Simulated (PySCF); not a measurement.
Excitation energy of Ta⁺ by level of theory

Ta⁺ [Xe] 4f14 5d3 6s1 (5F) → Ta⁺ [Xe] 4f14 5d4 (5D), as a difference of total energies. Calculation: PySCF 2.14, in x2c-TZVPPall; scalar relativity by spin-free X2C-1e. Correlated levels: valence: [Xe] 4f14 frozen. The calculations carry no spin-orbit coupling.

```json
{"method": "UHF", "excitation energy (cm⁻¹)": "12909"}
{"method": "LDA", "excitation energy (cm⁻¹)": "12174"}
{"method": "PBE", "excitation energy (cm⁻¹)": "12542"}
{"method": "PBE0", "excitation energy (cm⁻¹)": "11855"}
{"method": "r2SCAN", "excitation energy (cm⁻¹)": "14939"}
{"method": "PW91", "excitation energy (cm⁻¹)": "12579"}
{"method": "B2PLYP", "excitation energy (cm⁻¹)": "12222"}
{"method": "revPBE", "excitation energy (cm⁻¹)": "12500"}
{"method": "MP2 (valence)", "excitation energy (cm⁻¹)": "11861"}
{"method": "SCS-MP2 (valence)", "excitation energy (cm⁻¹)": "12560"}
```

A first-order spin-orbit estimate (lowest level to lowest level, LS coupling) adds 0.148 eV.
